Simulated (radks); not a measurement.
The arsenic ion As2+, configuration [Ar] 3d9.5 4s2 4p1 4d0.5 (fractional occupations, a model configuration). Calculated with a radial shooting solver on a logarithmic mesh with Libxc functionals: Dirac Kohn-Sham, SOGGA, spin-unpolarised, spherical densities, finite nucleus; open shells fill j = l - 1/2 first; Fermi nuclear charge, rms radius 4.0968 fm.

Spin-orbit splittings of the eigenvalues, e(l+1/2) - e(l-1/2), with zeta = 2 splitting/(2l+1) and mean radii in bohr:

| shell | occ. | splitting (eV) | zeta (eV) | <r> j=l-1/2 | <r> j=l+1/2 |
|---|---|---|---|---|---|
| 2p | 6 | 36.52 | 24.34 | 0.1747 | 0.1784 |
| 3p | 6 | 5.083 | 3.389 | 0.6066 | 0.6169 |
| 3d | 9.5 | 0.7543 | 0.3017 | 0.6588 | 0.6631 |
| 4p | 1 | ? | ? | 2.037 | 2.066 |
| 4d | 0.5 | 0.03316 | 0.01326 | 3.214 | 3.225 |

Estimate the 4p splitting.

Answer. 0.4525 eV (zeta = 0.3017 eV).
